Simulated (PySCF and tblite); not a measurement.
Values are calculated unless marked as measured or tabulated.
C7H6FN, numbered as in [CH2:1]=[CH:2][c:3]1[cH:4][cH:5][c:6]([F:7])[n:8][cH:9]1.

Search: ETKDG and KDG, MMFF94s, GFN2-xTB, 60 starts; geometries at GFN2-xTB. Weights use B3LYP-D3(BJ)/def2-SVP (IEF-PCM, dichloromethane) energies plus GFN2-xTB zero-point and thermal terms (modes under about 100 cm⁻¹ blended into free rotors). Symmetry numbers and mirror images are counted. Conformers within 2.5 kcal/mol (GFN2-xTB free energy) were kept, 3 at most. GIAO shieldings: KT2/pcSseg-1 (IEF-PCM, dichloromethane). Shifts are against TMS (¹H), TMS (¹³C) at the same level. Run with PySCF (density fitting) and tblite.

Torsions listed: C1–C2–C3–C4.

```tsv
conformer	shape	symmetry	E(GFN2) kcal/mol	E(DFT) kcal/mol
1	0°	Cs	0.00	0.00
2	177°	Cs	0.07	0.56
```

(1) How much do the weights at 298.15 K and the averaged shift of H9 depend on how the conformers are weighted?

## Answers

(1) 
| weighting | 1 (%) | 2 (%) | δ (ppm) | rms dipole (D) |
| --- | --- | --- | --- | --- |
| DFT energy with thermal terms, symmetry and mirror images (full scheme) | 66 | 34 | 8.30 | 3.92 |
| DFT energy with symmetry and mirror images | 72 | 28 | 8.25 | 3.92 |
| bare DFT energy | 72 | 28 | 8.25 | 3.92 |
| GFN2-xTB energy with symmetry and mirror images | 53 | 47 | 8.39 | 3.92 |
| GFN2-xTB free energy | 46 | 54 | 8.45 | 3.91 |
| leading conformer alone | 100 | 0 | 8.04 | 3.92 |
| equal weights | 50 | 50 | 8.42 | 3.91 |

The largest departure from the full scheme, 0.26 ppm, comes with: leading conformer alone.
